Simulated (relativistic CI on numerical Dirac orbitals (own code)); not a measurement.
# Tc6+: M2,3 absorption edge

Computed with this model: Dirac-Coulomb-Breit CI, KLI orbitals optimised for each configuration, model QED, multiplet model of core-to-valence dipole absorption, unscaled Slater integrals; configurations [Kr] 4d → [Ne] 3s2 3p5 3d10 4s2 4p6 4d2; 10 K; Lorentzian 2 eV and Gaussian 0.4 eV FWHM. Energies are those of the free ion, without screening or charge transfer. The branching ratio is the share of the lower-energy edge in the whole absorption, uncertain by about 0.02 where the edges overlap. S is read from ⟨S²⟩ = S(S + 1).

Field parameters in Wybourne normalisation: D3d B²₀ = −7Dσ, B⁴₀ = −14Dq − 21Dτ, B⁴₃ = −14√(10/7) Dq. The field is a parameter set, without covalency.

free ion: ground-state S = 0.50, centroid 446.13 eV, branching ratio 0.760. Peaks (eV, height): 442.0 (100), 460.0 (31).

D3d, 10Dq = 39900, Dσ = -1200, Dτ = 300 cm⁻¹: ground-state S = 0.50, centroid 446.92 eV, branching ratio 0.726. Peaks (eV, height): 439.0 (100), 443.5 (96), 458.5 (41), 463.2 (33), 464.8 (31).

D3d, 10Dq = 39900, Dσ = 1200, Dτ = 300 cm⁻¹: ground-state S = 0.50, centroid 447.23 eV, branching ratio 0.711. Peaks (eV, height): 439.2 (100), 443.5 (96), 458.5 (43), 463.2 (34), 465.0 (30).

The statistical ratio of this edge is 2/3 = 0.667. Values above it arise where the holes sit mainly in the j = l + 1/2 valence subshell or the ground state has high spin; values below it where core-valence Coulomb terms move weight to the upper edge, as in nearly empty shells.

Strongest unbroadened transitions for D3d, 10Dq = 39900, Dσ = -1200, Dτ = 300 cm⁻¹:

```csv
Energy (eV),Relative strength
437.86,57.5
438.26,34.6
438.45,99.1
439.25,100.0
439.81,22.0
439.91,94.9
440.70,33.6
442.99,32.0
443.06,94.0
443.34,33.8
443.40,22.8
444.35,28.0
444.60,40.1
444.66,45.5
445.26,30.2
458.33,38.8
458.35,28.0
460.31,22.9
```
